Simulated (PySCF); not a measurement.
boron monoxide dimer (B2O2), SMILES B(B=O)=O. Heavy atoms are numbered as in [O:1]=[B:2][B:3]=[O:4].

The structure is a stationary point at ωB97X-D3(BJ)/def2-TZVP. One conformer was computed; it need not be the lowest.

These are PySCF with KT2/pcSseg-2 values and carry that method's errors.

GIAO shieldings, no solvent; atoms alike by connectivity are averaged. δ = σ(ref) − σ: ¹⁷O against H2O (σ = 324.0 ppm); ¹¹B against BF3 (σ = 89.2 ppm), references at their B3LYP-D3(BJ)/def2-TZVP geometries, non-relativistic.

```csv
nucleus,atoms,count,δ (ppm)
¹⁷O,O1,2,331.4
¹¹B,B2,2,-4.2
```
